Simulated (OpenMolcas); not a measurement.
# neutral rubidium: effect of the basis set

```yaml
Program: OpenMolcas 26.06
Method: "SS-CASPT2, IPEA 0.25 Eh, imaginary shift 0.1 Eh (closed shells correlated: 4s 4p)"
Active_space: 1 electron in 9 orbitals (4d 5s 5p)
State_averaging: 2S+1 = 2 even, 1 root; 2S+1 = 2 odd, 3 roots
Spin-orbit_coupling: RASSI with atomic mean-field integrals over the reference wave functions, term energies averaged over their components
```

A. ANO-R2 [6s5p3d1f], X2C, finite nucleus; CASPT2 step about 1.8 core-seconds
B. ANO-RCC-VTZP [7s6p3d1f], DKH2, point nucleus; CASPT2 step roughly 0.9 core-seconds
C. ANO-RCC-VQZP [8s7p4d2f1g], DKH2, point nucleus; CASPT2 step roughly 1.2 core-seconds
D. ANO-RCC [10s10p5d4f2g], DKH2, point nucleus; CASPT2 step of the order of 3 core-seconds

Energies in cm-1 above 5s 2S 1/2, the measured ground level; measured values from NIST Handbook of Basic Atomic Spectroscopic Data.

```
     Level      A      B      C      D  Measured
 5s 2S 1/2    0.0    0.0    0.0    0.0       0.0
5p 2P* 1/2  21521  12514  12522  12574     12579
5p 2P* 3/2  21985  12652  12657  12709     12817
```

Deviations, from unrounded energies. A percentage is the sum of absolute deviations over the sum of measured energies, with the sign that they share, or ± where signs differ.

```tsv
Against measurement	Levels	A	B	C	D
mean absolute deviation (cm-1)	2	9100	110	110	56
other configurations (%)	2	+71.3	-0.9	-0.9	-0.4
```

D lies closest to measurement on these levels and A furthest from it. The largest miss of D in the table is 5p 2P* 3/2, by -110 cm-1. The ranking rests on the paired levels alone, and a cruder setting can come out closer through cancelling errors.

Among A to D the level of the table that moves most is 5p 2P* 3/2, by 9300 cm-1 (lowest in B, highest in A).

ANO sets are built for ground and valence states and can reach diffuse excited orbitals poorly. With one active electron, CASPT2 adds the correlation within the correlated inactive shells and between them and that electron, and leaves the splitting within a term as the reference gives it. No level of 4d was computed, though it lies in the active space. The ANO-R sets hold no well-fitted valence p shell for this element, so s → p excitations can come out far too high (holds for A). Measured partners are found by configuration, term and J. A level has none where our copy of the source lacks it or the pairing is in doubt (some pairs that miss far off the trend of their configuration count as doubtful), and it then counts in no deviation. Only configurations of the active space appear.

* marks odd parity.
